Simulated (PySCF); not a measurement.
Species: C4H9NOSi.
Z-matrix (Å and degrees, GFN2-xTB geometry), rows numbered from 1:
```
C 
N   1  1.2466
Si  2  1.7227  1  135.80
C   3  1.8954  2  103.65  1   117.37
C   4  1.3269  3  124.19  2    57.81
O   4  1.3676  3  109.89  2  -123.07
C   6  1.4064  4  118.02  3  -179.99
H   1  1.0882  2  119.31  3  -178.71
H   1  1.0941  2  125.02  3     1.51
H   3  1.4631  2  101.74  1  -126.64
H   3  1.4655  2  119.43  1    -2.61
H   5  1.0737  4  119.02  3    -1.06
H   5  1.0777  4  124.58  3   179.39
H   7  1.0890  6  106.28  4  -179.94
H   7  1.0951  6  111.26  4    60.92
H   7  1.0950  6  111.17  4   -60.82
```

Computed at PBE0/pcSseg-1 (PySCF, non-relativistic), with Q(14N) = 0.02044 b, Q(17O) = −0.0256 b: N2, 14N (I = 1): χzz = -5.015 MHz, η = 0.782; O6, 17O (I = 5/2): χzz = -11.42 MHz, η = 0.614.

Q: Find the zero-field quadrupole resonance frequencies of 14N at N2.

A: From ν± = (3/4)|χ|(1 ± η/3) and ν0 = |χ|η/2: ν+ 4.741 MHz, ν− 2.781 MHz, ν0 1.960 MHz (C=N nitrogen).

Q: Where would the pure quadrupole (NQR) lines of 17O at O6 fall for the rigid, isolated species?

A: From the eigenvalues of H = χ/[4I(2I − 1)] × [3Iz² − I(I + 1) + η(Ix² − Iy²)], steps between neighbouring levels, labelled as for η = 0: ±1/2↔±3/2 2.308 MHz, ±3/2↔±5/2 3.221 MHz (ether oxygen).

In a crystal, neighbours and librations shift these lines. GFN2-xTB frequencies show an imaginary mode (26i cm⁻¹), so this geometry is no minimum at that level. GFN2-xTB bond lengths can be off by several hundredths of an ångström, more for odd bonds, and the gradients follow them. A larger basis could move these couplings by a tenth or more.

One conformer stands for the species.
